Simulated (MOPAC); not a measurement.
Input for MOPAC: PM3 on H2OSi (SMILES O[SiH]), a point of a torsion scan.

```
PM3 1SCF PRECISE CHARGE=0 THREADS=1
H2OSi

O     -0.78296756 1     0.31172542 1     0.23519866 1
Si     0.77767933 1     0.56970178 1    -0.23866708 1
H     -1.35279843 1    -0.34814458 1    -0.14308941 1
H      0.73817869 1     2.01136228 1     0.10613818 1
```

It printed:

```
*******************************************************************************
 **                                                                           **
 **                              MOPAC v23.2.5                                **
 **                                                                           **
 *******************************************************************************
 ** MOPAC's Digital Object Identifier: https://doi.org/10.5281/zenodo.6511958 **
 **                                                                           **
 ** Please cite the open-source release paper for use of this MOPAC version:  **
 ** J. E. Moussa and J. J. P. Stewart (2026)                                  **
 ** MOPAC: An open-source semiempirical molecular orbital program             **
 ** J. Open Source Softw., 11(119), 8025, https://doi.org/10.21105/joss.08025 **
 *******************************************************************************

                              PM3 CALCULATION RESULTS

 *******************************************************************************
 *  PM3        - The PM3 Hamiltonian to be used
 *
 *
 *
 *                 CHARGE ON SYSTEM = 0
 *
 *
 *
 *  PRECISE    - TIGHTER CRITERIA TO BE USED
 *  1SCF       - DO 1 SCF AND THEN STOP
 *  THREADS=1  - MULTI-THREADING NOT USED
 *  T=         - A TIME OF 172800.0 SECONDS REQUESTED
 *  DUMP=N     - RESTART FILE WRITTEN EVERY 7200.0 SECONDS REQUESTED
 *******************************************************************************
PM3 1SCF PRECISE CHARGE=0 THREADS=1
 H2OSi

   ATOM   CHEMICAL          X               Y               Z
  NUMBER   SYMBOL      (ANGSTROMS)     (ANGSTROMS)     (ANGSTROMS)

     1       O         -0.78296756  *   0.31172542  *   0.23519866  *
     2      Si          0.77767933  *   0.56970178  *  -0.23866708  *
     3       H         -1.35279843  *  -0.34814458  *  -0.14308941  *
     4       H          0.73817869  *   2.01136228  *   0.10613818  *



          CARTESIAN COORDINATES

    NO.       ATOM           X           Y           Z

     1         O         -0.7830      0.3117      0.2352
     2        Si          0.7777      0.5697     -0.2387
     3         H         -1.3528     -0.3481     -0.1431
     4         H          0.7382      2.0114      0.1061

  H: (PM3): J. J. P. STEWART, J. COMP. CHEM. 10, 209 (1989).
  O: (PM3): J. J. P. STEWART, J. COMP. CHEM. 10, 209 (1989).
 Si: (PM3): J. J. P. STEWART, J. COMP. CHEM. 10, 209 (1989).

           Empirical Formula: H2 O Si  =     4 atoms



      MOLECULAR POINT GROUP   :   C1


      RHF CALCULATION, NO. OF DOUBLY OCCUPIED LEVELS = 6


 -------------------------------------------------------------------------------
 PM3 1SCF PRECISE CHARGE=0 THREADS=1
 H2OSi



     1SCF WAS SPECIFIED, SO BFGS WAS NOT USED
     SCF FIELD WAS ACHIEVED


                              PM3 CALCULATION
                                                       MOPAC v23.2.5 Linux




          FINAL HEAT OF FORMATION =        -28.13564 KCAL/MOL =    -117.71950 KJ/MOL


          COSMO AREA              =         84.92 SQUARE ANGSTROMS
          COSMO VOLUME            =         71.03 CUBIC ANGSTROMS

          IONIZATION POTENTIAL    =          7.867158 EV
          HOMO LUMO ENERGIES (EV) =         -7.867 -1.399
          NO. OF FILLED LEVELS    =          6
          MOLECULAR WEIGHT        =         46.1007         POINT GROUP:  C1

          MOLECULAR DIMENSIONS (Angstroms)

            Atom       Atom       Distance
            H     4    H     3     3.16253
           Si     2    O     1     1.14795
            O     1    H     3     0.26229


          SCF CALCULATIONS        =          1





   ATOM   CHEMICAL          X               Y               Z
  NUMBER   SYMBOL      (ANGSTROMS)     (ANGSTROMS)     (ANGSTROMS)

     1       O         -0.78296756  *   0.31172542  *   0.23519866  *
     2      Si          0.77767933  *   0.56970178  *  -0.23866708  *
     3       H         -1.35279843  *  -0.34814458  *  -0.14308941  *
     4       H          0.73817869  *   2.01136228  *   0.10613818  *

                             CARTESIAN COORDINATES

   1    O       -0.782967560     0.311725420     0.235198660
   2   Si        0.777679330     0.569701780    -0.238667080
   3    H       -1.352798430    -0.348144580    -0.143089410
   4    H        0.738178690     2.011362280     0.106138180


           Empirical Formula: H2 O Si  =     4 atoms



      MOLECULAR POINT GROUP   :   C1


                  EIGENVALUES
 -36.38925 -17.80964 -13.97761 -13.05216 -11.74100  -7.86716  -1.39860   1.42805
   2.42838   4.91392


              NET ATOMIC CHARGES AND DIPOLE CONTRIBUTIONS

  ATOM NO.   TYPE          CHARGE      No. of ELECS.   s-Pop       p-Pop
    1          O          -0.468692        6.4687     1.74037     4.72833
    2         Si           0.491538        3.5085     1.71362     1.79485
    3          H           0.210786        0.7892     0.78921
    4          H          -0.233632        1.2336     1.23363
 DIPOLE           X         Y         Z       TOTAL
 POINT-CHG.     1.401    -1.966    -1.357     2.769
 HYBRID        -2.809     1.323     1.207     3.331
 SUM           -1.408    -0.644    -0.150     1.555


          ATOMIC ORBITAL ELECTRON POPULATIONS

     Atom    s        px        py        pz
    1  O   1.74037   1.47780   1.59096   1.65957
    2 Si   1.71362   0.64668   0.81684   0.33133
    3  H   0.78921
    4  H   1.23363

 **********************
 *                    *
 * JOB ENDED NORMALLY *
 *                    *
 **********************




 == MOPAC DONE ==
```

The run finished.

Cost: around 0.03 core-seconds (rough).
